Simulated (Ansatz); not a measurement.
Compare A (`O[SiH2]/C(O)=C/S`) with its isomer B (`C=C[Si](O)(O)S`).

Program: Ansatz. Geometries: PBE0-D4/def2-TZVP. ΔE: electronic, gas phase. CBS: MP2 limit from def2 TZ/QZ plus the TZ coupled-cluster correction, frozen cores. DFT in def2-TZVPP. B3LYP here is the variant with VWN-RPA as its local correlation; programs differ in this. Each species was taken in one conformer, which may not be the lowest.

A:

```xyz
12

O    -2.5774    0.6400    0.0342
Si   -1.0591    1.2668    0.0026
C     0.2267   -0.0813   -0.2428
O     0.0430   -0.8248   -1.3521
C     1.2433   -0.2710    0.6111
S     2.4987   -1.4581    0.2498
H    -2.8643    0.1421   -0.7331
H    -0.8223    1.8986    1.3189
H    -0.9040    2.2518   -1.1007
H     0.7624   -1.4838   -1.3793
H     1.3496    0.3461    1.4933
H     2.1034   -2.4264    1.0981
```

B:

```xyz
12

C    -0.895   -0.388    1.902
C    -0.883   -0.575    0.585
Si    0.329    0.236   -0.546
O     1.309    1.108    0.435
O     1.118   -0.872   -1.470
S    -0.562    1.535   -1.988
H    -0.177    0.268    2.385
H    -1.620   -0.875    2.548
H    -1.630   -1.235    0.146
H     1.873    1.756    0.009
H     1.458   -1.642   -1.009
H    -0.321    0.683   -2.997
```

Which isomer does CCSD(T)/CBS put lower? Give the gap. (Estimate.)

Ansatz gave: B, by 279.6 kJ/mol.

Give E(B) − E(A) in kJ/mol with PBE0-D4, r2SCAN-D4, HF/def2-TZVPP, B2PLYP, PBE-D4, B3LYP-D4, MP2/def2-TZVPP. (Estimate.)

Computed: PBE0-D4 -261.3, r2SCAN-D4 -268.5, HF/def2-TZVPP -288.1, B2PLYP -270.9, PBE-D4 -248.2, B3LYP-D4 -266.3, MP2/def2-TZVPP -279.9. None reverses the order clearly.

Largest T1 diagnostic: 0.013.

The D4 term adds −3.2 kJ/mol with B3LYP and −1.7 kJ/mol with PBE0; it sums over pairs of atoms, weighted by their polarisabilities, and B3LYP, whose exchange is more repulsive, gets the larger term. In def2-TZVPP, CCSD(T) changes the Hartree–Fock value by +13.0 kJ/mol (the triples alone add +4.6 kJ/mol) and MP2 by +8.2 kJ/mol.
